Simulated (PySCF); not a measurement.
UHF on Zn (zinc, neutral), [Ar] 3d10 4s1 4d1, high-spin 3D determinant (an excited configuration). All numbers are calculated (PySCF 2.14, scalar relativity by spin-free X2C-1e, in aug-cc-pVTZ-DK).

```
cycle= 1 E= -1793.94031107884  delta_E= -4.89e-05  |g|= 0.00195  |ddm|= 0.0142
cycle= 2 E= -1793.94031574542  delta_E= -4.67e-06  |g|= 0.000907  |ddm|= 0.00387
cycle= 3 E= -1793.94031718444  delta_E= -1.44e-06  |g|= 0.000381  |ddm|= 0.00217
cycle= 4 E= -1793.9403174407  delta_E= -2.56e-07  |g|= 0.000156  |ddm|= 0.00105
cycle= 5 E= -1793.9403174484  delta_E= -7.7e-09  |g|= 5.42e-05  |ddm|= 0.000162
cycle= 6 E= -1793.9403174493  delta_E= -9.03e-10  |g|= 5.71e-06  |ddm|= 5.52e-05
converged SCF energy = -1793.9403174493  <S^2> = 2.0007923  2S+1 = 3.0005282
```

Highest occupied orbital energy: 1.050 eV; ⟨L²⟩ = 6.00; populations by l: s 7.00, p 12.00, d 11.00, f 0.00.

**Question.** Can this result be used?

**Answer.** Not for this state. The run converged. The outer electron is Rydberg-like, and this basis confines it to a smaller radius and binds it less than a complete one would. At UHF the highest occupied level has a positive energy, so only the finite basis holds that electron; for this excited configuration the basis is too tight for the outer shell.
